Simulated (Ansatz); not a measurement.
Consider the ligand exchange at the In–C bond: `F[CH2][InH2]` + CH₃OH → `C[O][InH2]` + `CF`.

Program: Ansatz. Geometries: PBE0-D4/def2-TZVP. ΔE: electronic, gas phase. CCSD(T)/CBS is the MP2 limit (def2-TZVPP, def2-QZVPP) plus CCSD(T) − MP2 in def2-TZVPP, frozen cores. This one scheme is used for every species. Functionals use def2-TZVPP. HSE06 is defined as in plane-wave codes. def2 core potentials past Kr. For In outer-core shells are correlated without core-valence functions, which leaves a few kJ/mol of doubt a bond.

```tsv
level	ΔE (kcal/mol)
HSE06-D4	-16.9
revPBE	-17.2
MP2/def2-SVP	-21.5
CCSD(T)/def2-SVP	-20.7
```

What does CCSD(T)/CBS give? (Estimate.)

Computed: -19.3 kcal/mol. The listed levels differ from it by 2.4, 2.1, -2.2, -1.4 kcal/mol.

Largest T1 diagnostic among the species: 0.017.

From r2SCAN to r2SCAN0 (25 % exact exchange), in def2-TZVPP and without D4, ΔE moves by +1.1 kcal/mol. At CCSD(T), def2-SVP lies −1.3 kcal/mol from the extrapolated value and def2-TZVPP +0.9 kcal/mol. Leaving LDA and LC-ωPBE aside and taking each functional with its dispersion term where it has one, the values, not all of them listed here, spread over 3.3 kcal/mol, from B97M-V to HSE06-D4.
